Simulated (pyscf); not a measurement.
`[O]=[Al][F]`, singlet

Gas-phase minimum from PySCF at ωB97X-D3(BJ)/def2-SVP, one conformer. 

SMILES: [O]=[Al][F]
```xyz
3

O      1.4449     2.1024    -0.1896
Al     0.7070     0.6912    -0.0887
F     -0.0549    -0.7661     0.0140
```

Bonds (Å): O1–Al2 1.596, Al2–F3 1.648. Angles (°): O1–Al2–F3 180.0.

Properties at ωB97X-D3(BJ)/def2-SVP:

```json
{
  "harmonic_wavenumbers_unscaled": "226, 226, 771, 1226 cm⁻¹",
  "zero_point_energy": "3.5 kcal/mol",
  "rotational_symmetry_number": "1",
  "Entropy of this conformer at 298 K and 1 atm, rigid rotor and harmonic oscillator, modes under 100 cm⁻¹ raised to 100": "244.1 J/(mol K)",
  "dipole_moment": "3.06 D"
}
```

Single-point totals, which compare only within one level (frozen core for MP2 and CC):

```json
[
 {"level": "ωB97X-D3(BJ)/def2-TZVP", "total energy (hartree)": "-417.65950"},
 {"level": "PBE/def2-TZVP", "total energy (hartree)": "-417.33461"},
 {"level": "r²SCAN/def2-TZVP", "total energy (hartree)": "-417.53350"},
 {"level": "B3LYP-D3(BJ)/def2-TZVP", "total energy (hartree)": "-417.66030"},
 {"level": "PBE0-D3(BJ)/def2-TZVP", "total energy (hartree)": "-417.34173"},
 {"level": "M06-2X/def2-TZVP", "total energy (hartree)": "-417.55086"},
 {"level": "ωB97M-D3(BJ)/def2-TZVP", "total energy (hartree)": "-417.70913"},
 {"level": "HF/def2-TZVPP", "total energy (hartree)": "-416.34260"},
 {"level": "MP2/def2-TZVPP", "total energy (hartree)": "-416.91726"},
 {"level": "CCSD/def2-TZVPP", "total energy (hartree)": "-416.90596"},
 {"level": "CCSD(T)/def2-TZVPP", "total energy (hartree)": "-416.92910"}
]
```

The CCSD(T) − MP2 part came from Ansatz, without density fitting, on the same reference.
